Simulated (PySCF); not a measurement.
**Two-dimensional NMR puzzle**

Compound of formula C$_{5}$H$_{14}$AlN. Correlations simulated from computed shifts and the bond graph:

HSQC (one-bond C–H):
```csv
δH,δC
6.36,133.6
6.02,141.8
5.86,133.6
2.48,48.8
```

COSY cross peaks (H two or three bonds apart, from the bond graph; peaks can be absent where the dihedral angle is near 90°):
```csv
δH,δH
6.36,6.02
6.36,5.86
6.02,5.86
6.02,4.24
```

HMBC (two and three bonds, from the bond graph):
```csv
δH,δC
6.36,141.8
6.02,133.6
5.86,141.8
4.24,"141.8, 133.6, 48.8"
2.48,48.8
```

[PySCF 2.14: shielding tensors at KT2/pcSseg-1 (GIAO); coordinates at the PBE0-D3(BJ)/def2-SVP level; a single conformation; in vacuum; no relativistic terms; equivalent nuclei averaged]

Chemical shifts δ = σref − σ; ¹H (σ = 31.18 ppm), ¹³C (σ = 183.22 ppm) against TMS, all at this level.

Exchangeable hydrogens are left out of these lists.

Task: Assemble the structure.

Result: `C=[CH][AlH2-][N+](C)(C)C`.

Structure with atom numbers: `[CH2:1]=[CH:2][AlH2-:3][N+:4]([CH3:5])([CH3:6])[CH3:7]`. Hydrogens are named by the atom that carries them. Ha(C1) is cis to Al3; Hb(C1) is trans to Al3.

- δC 141.8 is C2, an alkene CH (δH 6.02).
- δC 133.6 is C1, a terminal =CH2 carbon (δH 5.86, 6.36).
- δC 48.8 is C5/C6/C7, a methyl carbon bonded to N (δH 2.48).
- COSY links 6.36–6.02, 6.36–5.86, 6.02–5.86, 6.02–4.24.

This is the structure that produced the data.

Hydrides on Al or Ga are broadened by the quadrupolar metal nucleus. Shifts are as computed. Against solution values, carbons near 30 ppm lie about +2 ppm off and those near 130 ppm about -5 ppm. Of 1211 compounds with measured shifts, 218 miss one by over three times the rms of a fit or turn the order of signals round; such compounds aren't used in these exercises.
